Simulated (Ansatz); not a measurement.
A series at Sn: from `[SiH3][Sn]([Cl])([Cl])[Cl]`, ligands are replaced one by one, each step taking up H–F and setting free HCl; n counts the steps. Ansatz, PBE0-D4/def2-TZVP geometries.

CBS adds triple-zeta CCSD(T) − MP2 to the MP2 limit, frozen cores; atoms without spin–orbit coupling. Elements past krypton have def2 core potentials. Outer-core shells of Sn are correlated without core-valence functions. Spin–orbit coupling is left out.

```
n                      molecule  atomization energy, CCSD(T)/CBS (kJ/mol)
0  `[SiH3][Sn]([Cl])([Cl])[Cl]`                                    2220.2
1   `[F][Sn]([SiH3])([Cl])[Cl]`                                    2329.1
2    `[F][Sn]([F])([SiH3])[Cl]`                                         ?
3     `[F][Sn]([F])([F])[SiH3]`                                    2549.1
```

**Question.** By hand: fit a straight line y = ȳ + b (n − n̄) to the 3 given rows and predict n = 2.

**Answer.** n̄ = 1.333, ȳ = 2366.13; Σ(n − n̄)(y − ȳ) = 511.87, Σ(n − n̄)² = 4.667, so b = 109.68 kJ/mol a step. Prediction: 2366.13 + (109.68) × (0.667) = 2439.3 kJ/mol.

**Question.** By hand: compare with the computed value, 2438.8 kJ/mol, and give the steps along the whole series.

**Answer.** The line misses by -0.5 kJ/mol (computed minus predicted). Steps: 108.9, 109.7, 110.3 kJ/mol.

The steps differ by at most 1.4 kJ/mol, 1.3 % of a mean step, so the ligands' effects nearly add and a line is close. The miss is 0.2 % of the series' range. The energies themselves are unsure by some kJ/mol a bond, though much of that is common to the series.
